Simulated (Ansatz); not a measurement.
Ansatz (a quantum-chemistry and plane-wave program) input:

Ansatz 0.2 input:
```yaml
crystal:
  periodic: [false, false, false]
  atoms:
    - {symbol: Zr, position_ang: [-0.00181349, 0.00696235, 0.00447440]}
    - {symbol: Br, position_ang: [1.98706050, -0.59657354, -1.48601063]}
    - {symbol: Br, position_ang: [0.79770113, 0.29728932, 2.41309942]}
    - {symbol: Br, position_ang: [-1.04665523, 2.18938857, -0.81500999]}
    - {symbol: Br, position_ang: [-1.74097740, -1.86242037, -0.10077915]}
basis:
  gaussian:
    orbitals: def2-TZVP
hamiltonian:
  xc: b3lyp
  dispersion: d3bj
total_charge: -1
magnetization: {spin_polarized: true, initial_magnetization: 1}
relax: {f_tol: 0.002, max_steps: 150}
```

Problem. What final total energy does it print?

Solution. -10344.21014 Eh (B3LYP-D3(BJ)/def2-TZVP). The basis has 232 functions.

The spin state was set by rule; other spins were not relaxed.
